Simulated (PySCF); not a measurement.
**MZn for M along the alkali metals**

PBE0 with double-zeta basis sets in PySCF, for the lowest determinant that a PBE0 search found; no spin–orbit coupling. De refers to high-spin ground-configuration atoms. A positive dipole means M(−)Zn(+).

| M | basis | state (unpaired electrons) | Re (Å) | ωe (cm⁻¹) | De (eV) | μ (D) |
| --- | --- | --- | --- | --- | --- | --- |
| Li | def2-SVPD | doublet (σ ↑) | 2.885 | 188 | 0.25 | -0.28 |
| Na | cc-pVDZ/cc-pVDZ-PP | doublet (σ ↑) | 3.250 | 86.8 | 0.15 | -0.50 |
| K | def2-SVP | doublet (σ ↑) | 3.787 | 59.3 | 0.11 | -0.27 |
| Rb | def2-SVP | doublet (σ ↑) | 4.124 | 32.1 | 0.07 | -0.02 |
| Cs | def2-SVP | doublet (σ ↑) | 4.263 | 30.5 | 0.07 | 0.19 |

The shortest bond is that of LiZn (2.885 Å), the longest that of CsZn (4.263 Å).

The rows differ in basis set, which adds steps of its own.

Down a group the atoms grow and get heavier, so bonds lengthen and wavenumbers fall; this series shows no clear exception.

Weak bonds: CsZn, KZn, LiZn, NaZn, RbZn. Basis-set superposition, not corrected here, can be much of De in a small basis, most of all at correlated wavefunction levels. Functionals without a dispersion term scatter widely for such bonds, and LDA overbinds them. Spin–orbit coupling is left out. States were picked by a PBE0 search and need not be the measured ground states.
